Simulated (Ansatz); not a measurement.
C11H10O3S, SMILES C=Cc1cc(S(C)(=O)=O)c2ccoc2c1. Heavy atoms are numbered as in [CH2:1]=[CH:2][c:3]1[cH:4][c:5]([S:6]([CH3:7])(=[O:8])=[O:9])[c:10]2[cH:11][cH:12][o:13][c:14]2[cH:15]1.

The numbers are results of Ansatz (a quantum-chemistry and plane-wave program) with PBE0-D3(BJ)/def2-SVP, not measurements.

Bond lengths of the relaxed neutral molecule (Å): C1–C2 1.338, C2–C3 1.468, C3–C4 1.413, C3–C15 1.403, C4–C5 1.386, C5–S6 1.779, C5–C10 1.402, S6–C7 1.785, S6–O8 1.462, S6–O9 1.460, C10–C11 1.436, C10–C14 1.409, C11–C12 1.359, C12–O13 1.357, O13–C14 1.353, C14–C15 1.384.

Task: How do the bond lengths change in the relaxed anion? (An estimate is asked for; the answer gives what the named calculation found.)

Result: 
```csv
bond,neutral (Å),anion (Å)
C1–C2,1.338,1.357
C2–C3,1.468,1.443
C3–C4,1.413,1.401
C3–C15,1.403,1.445
C4–C5,1.386,1.400
C5–S6,1.779,1.725
C5–C10,1.402,1.438
S6–C7,1.785,1.803
S6–O8,1.462,1.472
S6–O9,1.460,1.471
C10–C11,1.436,1.421
C10–C14,1.409,1.411
C11–C12,1.359,1.373
C12–O13,1.357,1.372
O13–C14,1.353,1.359
C14–C15,1.384,1.387
```
